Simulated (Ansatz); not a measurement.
Species: sum formula BNH2Cl2, net charge 0, singlet state. SMILES: NB(Cl)Cl
Structure (B3LYP-D3(BJ)/def2-TZVP (Ansatz, an electronic-structure program) minimum search):
```
B
N 1 1.3854
H 2 1.0060 1 122.42
H 2 1.0060 3 115.17 1 180.00
Cl 1 1.7704 2 120.26 3 0.00
Cl 1 1.7704 2 120.26 3 180.00
```
Charge 0, spin multiplicity 1.

Atomisation energy built up term by term with Ansatz (kcal/mol; UHF references for open shells; valence terms freeze the core; atomic spin-orbit terms are left out). Basis-set limits of correlation are two-point, X^-3; Hartree-Fock from the larger set.

```csv
term,basis,kcal/mol
Hartree-Fock,cc-pV(Q+d)Z,382.64
CCSD correlation,"CBS(cc-pV(T+d)Z,cc-pV(Q+d)Z)",[?]
(T),"CBS(cc-pV(T+d)Z,cc-pV(Q+d)Z)",[?]
core correlation,cc-pwCVTZ,2.52
scalar relativity (X2C),cc-pVTZ-DK against cc-pVTZ,-0.84
sum: De,,[?]
```

Complete the blanks.


- CCSD correlation, kcal/mol: 131.85
- (T), kcal/mol: 11.40
- sum: De, kcal/mol: 527.6
